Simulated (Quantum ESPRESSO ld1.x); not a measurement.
Question: The aim is the tellurium ion Te+ in [Kr] 4d10 5s2 5p3. This ld1.x (Quantum ESPRESSO 7.5) run was made with `OMP_NUM_THREADS=1 ld1.x < ld1.in > ld1.out`. Can the result be used? Name any fault.

```
 &input
    zed=52.0,
    iswitch=1,
    rel=1,
    dft='PW',
    config='[Kr] 4d10 5s2 5p3',
    noscf=.true.,
    prefix='ld1',
    max_out_wfc=37,
    file_charge='ld1.rho',
 /
```

Output (excerpt):

```
     Program LD1 v.7.5 starts

     --------------------------- All-electron run ----------------------------

     scalar relativistic calculation

     atomic number is 52.00
     dft =PW   lsd =0 sic =0 latt =0  beta=0.20 tr2=1.0E-14
     Exchange-correlation= PW
                           (   1   4   0   0   0   0   0)
     mesh =2071 r(mesh) = 100.35925 a.u. xmin = -8.00 dx = 0.00800
     1 Ry =  13.60569312 eV, c = 137.03599908

     n l     nl                  e(Ry)          e(Ha)          e(eV)
     1 0     1S 1( 2.00)     -2809.0483     -1404.5241    -38219.0491
     2 0     2S 1( 2.00)      -708.9533      -354.4767     -9645.8011
     2 1     2P 1( 6.00)      -690.3160      -345.1580     -9392.2274
     3 0     3S 1( 2.00)      -312.0715      -156.0358     -4245.9493
     3 1     3P 1( 6.00)      -306.5384      -153.2692     -4170.6672
     4 0     4S 1( 2.00)      -174.2811       -87.1406     -2371.2157
     4 1     4P 1( 6.00)      -171.9562       -85.9781     -2339.5836
     3 2     3D 1(10.00)      -302.6280      -151.3140     -4117.4633
     4 2     4D 1(10.00)      -170.3062       -85.1531     -2317.1344
     5 0     5S 1( 2.00)      -110.9761       -55.4881     -1509.9069
     5 1     5P 1( 3.00)      -109.7905       -54.8953     -1493.7759
```

Answer: No (ran as typed). The line at issue: noscf=.true.. With noscf the program prints the levels of a bare nucleus, with no screening and no total energy; they are not those of the atom. The sound input gives -6788.4845 hartree.
